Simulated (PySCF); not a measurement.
## Cl²⁺ (chlorine, charge +2) across methods

[Ne] 3s2 3p2 4s1, high-spin 4P determinant (an excited configuration). All numbers are calculated (PySCF 2.14, the spin-free X2C one-electron Hamiltonian (Gaussian nucleus), in x2c-TZVPPall with one added diffuse shell each of s, p, d type (6s6p4d1f, 51 functions)).

```csv
method,E (hartree),mean ε 3s β (eV),mean ε 3p α (eV),mean ε 4s α (eV),Σ⟨r²⟩ (bohr²),⟨S²⟩
r2SCAN,-459.3725,-49.017,-38.922,-15.438,26.46,3.756
BP86,-459.4677,-48.950,-38.242,-15.621,26.04,3.752
PBE,-459.2443,-48.701,-38.206,-15.451,26.06,3.752
LC-wPBE,-459.2847,-53.608,-43.185,-17.891,26.22,3.753
UHF,-458.83545,-53.630,-44.946,-17.447,26.71,3.759
PBEsol,-458.5472,-48.633,-38.110,-15.476,26.07,3.752
LDA,-457.9035,-48.901,-38.098,-15.615,25.98,3.751
PBE0,-459.2725,-50.331,-40.095,-16.049,26.20,3.754
```

Question: Estimate the same row for r2SCAN0.

Answer: E (hartree) = -459.3737; mean ε 3s β (eV) = -50.512; mean ε 3p α (eV) = -40.578; mean ε 4s α (eV) = -16.038; Σ⟨r²⟩ (bohr²) = 26.43; ⟨S²⟩ = 3.756.

The outer electron is Rydberg-like, and this basis confines it to a smaller radius and binds it less than a complete one would.
